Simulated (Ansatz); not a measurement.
The cluster Ge₃O₄⁺, 7 atoms. Hardware: 4 threads of Arm Neoverse V1 on a shared host.

Correlated methods freeze 31 core orbitals; core or outer-core shells of Ge are correlated, in sets that lack core-valence functions.

Task: How many basis functions does each of these Ansatz runs have, and roughly what does it cost? BLYP-D4/def2-TZVP, charge 1 doublet, energy, from earlier orbitals; RPA@PBE/def2-TZVP, charge 1 doublet, energy, from earlier orbitals; PBE-QIDH/def2-TZVP, charge 1 doublet, energy, from earlier orbitals; PBE0-D4/def2-SVP, charge 1 doublet, energy with a search over starts; PBE-D4/def2-TZVP, charge 1 doublet, energy and forces, from earlier orbitals; r2SCAN-D4/def2-SVP, charge 1 doublet, relaxation, 6 steps; r2SCAN-D4/def2-TZVP, charge 1 doublet, energy, from earlier orbitals; PBE-D4/def2-SVP, charge 1 doublet, energy, from earlier orbitals; PBE0-D4/def2-TZVP, charge 1 doublet, energy, from earlier orbitals; MP2/def2-TZVP, charge 1 doublet, energy, from earlier orbitals; PBE0-D4/def2-SVP, charge 1 doublet, energy, from earlier orbitals.

Result: Other jobs shared the machine, so times can vary by a factor of up to 3. A dash marks memory too small to be measured apart from the calling script's.

```csv
run,functions,fitting or Cholesky vectors,wall time,peak host memory (GiB)
"PBE-D4/def2-SVP, charge 1 doublet, energy, from earlier orbitals",152,1625,4.1 s,–
"PBE0-D4/def2-SVP, charge 1 doublet, energy, from earlier orbitals",152,1452,7 s,0.76
"BLYP-D4/def2-TZVP, charge 1 doublet, energy, from earlier orbitals",268,1678,9 s,–
"PBE-D4/def2-TZVP, charge 1 doublet, energy and forces, from earlier orbitals",268,1678,10 s,0.55
"PBE0-D4/def2-SVP, charge 1 doublet, energy with a search over starts",152,1452,12 s,0.76
"r2SCAN-D4/def2-TZVP, charge 1 doublet, energy, from earlier orbitals",268,1678,18 s,0.61
"RPA@PBE/def2-TZVP, charge 1 doublet, energy, from earlier orbitals",268,1783,19 s,0.94
"MP2/def2-TZVP, charge 1 doublet, energy, from earlier orbitals",268,1783,21 s,1.2
"PBE-QIDH/def2-TZVP, charge 1 doublet, energy, from earlier orbitals",268,1783,25 s,1.2
"PBE0-D4/def2-TZVP, charge 1 doublet, energy, from earlier orbitals",268,1807,29 s,1.4
"r2SCAN-D4/def2-SVP, charge 1 doublet, relaxation, 6 steps",152,1625,36 s,–
```
